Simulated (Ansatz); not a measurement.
`[OH][GeH2][GeH3]` + `C[SiH2]O` → `C[SiH2][O][GeH3]` + `[OH][GeH3]` at 700 K and 1 bar (cleavage of the Ge–Ge bond).

Isolated molecules relaxed with PBE0-D4/def2-TZVP in Ansatz; ΔE leaves out vibrations. CBS: MP2 limit from def2 TZ/QZ plus the TZ coupled-cluster correction, frozen cores. This one scheme is used for every species. For Ge outer-core shells are correlated without core-valence functions, which leaves a few kJ/mol of doubt a bond. Scalar relativity is left out up to krypton. One conformer a species, not always the lowest.

```tsv
species	CCSD(T)/CBS energy (Eh)	H − E (kJ/mol)	S (J/(mol·K))
`[OH][GeH2][GeH3]`	-4231.02019	211.5	458.9
`C[SiH2]O`	-405.96945	239.4	390.4
`C[SiH2][O][GeH3]`	-2483.29571	301.9	513.1
`[OH][GeH3]`	-2153.69723	141.7	338.7
```

H − E and S are ideal-gas, rigid-rotor, harmonic terms from PBE0-D4/def2-TZVP, for one conformer and one mirror image of each species. 1 Eh = 2625.50 kJ/mol, R = 8.31446 J/(mol·K).

Q: By hand: ΔE, ΔH, ΔS and ΔG.

A: ΔE = (-2483.29571) + (-2153.69723) − (-4231.02019) − (-405.96945) = -0.00330 Eh = -8.7 kJ/mol. Δ(H − E) = 301.9 + 141.7 − 211.5 − 239.4 = -7.3, so ΔH = -16.0 kJ/mol. ΔS = 513.1 + 338.7 − 458.9 − 390.4 = 2.5 J/(mol·K). ΔG = -16.0 − 700 × (2.5)/1000 = -17.8 kJ/mol.

Q: By hand: the equilibrium constant, and the temperature at which ΔG would vanish if ΔH and ΔS stayed fixed.

A: log₁₀ K = −ΔG/(RT ln 10) = 1.3. ΔH and −TΔS have one sign here, so there is no such temperature. One of them is within its doubt of zero, so this could turn.

The number of gas molecules stays the same, so ΔS is small and ΔH decides. A doubt of 5 kJ/mol in ΔE shifts log₁₀ K by 0.4 here. Other conformers and mirror images would add mixing entropy, several J/(mol·K) or more a flexible species. Modes under 60 cm⁻¹, often nearly free rotors, make the harmonic entropy too high. These are equilibria of isolated gas molecules and say nothing of rates. Largest T1 diagnostic: 0.012 (customary marks: 0.02 for closed shells, 0.045 for open ones).
